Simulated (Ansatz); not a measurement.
One geometry of Ta2N2, several levels of theory.

```yaml
crystal:
  periodic: [false, false, false]
  atoms:
    - {symbol: Ta, position_ang: [1.352859, 0.013257, -0.058950]}
    - {symbol: Ta, position_ang: [-1.352814, -0.013334, 0.059941]}
    - {symbol: N, position_ang: [-0.008548, 1.277373, 0.092082]}
    - {symbol: N, position_ang: [0.008503, -1.277306, -0.093083]}
basis:
  gaussian: {orbitals: def2-TZVP, initial_orbitals: start.molden}
hamiltonian: {xc: pbe, dispersion: d4}
scf: {omitted_lower_state_checks: [starts]}
output: {orbitals: {seedname: orbitals}}
```

The file start.molden holds the orbitals of an earlier run on this structure, at another level or in another basis.

```sh
$ ansatz run in.yaml --threads 4 --pin off --events-out ev --progress --plain --max-ram 3916MiB
```

Shortened log:

```
Functional definition: PBE
984 factors; their error is unknown
mean field evaluation 1: about -6081.8499 eV, gradient 8.5e0 eV
mean field evaluation 2: about -6081.9841 eV, gradient 1.8e-1 eV
mean field evaluation 4: about -6081.9728 eV, gradient 1.1e-3 eV
mean field evaluation 8: about -6081.9728 eV, gradient 1.5e-5 eV
mean field -6081.97276820 eV, -223.5083767220 hartree, gradient 1.5e-5 eV, S^2 0.000000; 0 other end points of the search recorded, 0 dependent functions left out
reference -6081.97280247 eV, -223.5083779817 hartree; 20, 20 occupied and 122, 122 virtual orbitals, 984 factors
Total energy: -6082.12510150 eV, -223.5139748677 hartree
Checks for a lower state left out: starts
```

Run time 1.2 s (4 threads of Arm Neoverse V2 on a shared host).

The first input with `gaussian: {orbitals: def2-TZVPD, initial_orbitals: start.molden}`, `hamiltonian: {xc: pbe0, dispersion: d4}` (abridged; 1.8 s):

```
Functional definition: PBE0
mean field -6078.87131334 eV, -223.3944003583 hartree, gradient 5.1e-5 eV, S^2 0.000000
Total energy: -6078.99870640 eV, -223.3990819669 hartree
Checks for a lower state left out: starts
```

Geometry: r2SCAN-D4/def2-TZVP.

In the def2 sets Ta takes a core potential; there is no spin–orbit coupling. At PBE-D4/def2-TZVP the restricted singlet is unstable: a solution with broken spin symmetry lies lower. The restricted singlet is unstable towards broken spin symmetry at other levels; at PBE0-D4/def2-TZVPD this wasn't settled. The geometry of the singlet was relaxed on an unsound state (restricted singlet, unstable towards broken spin symmetry). The structure comes from a short search, and lower isomers may exist.
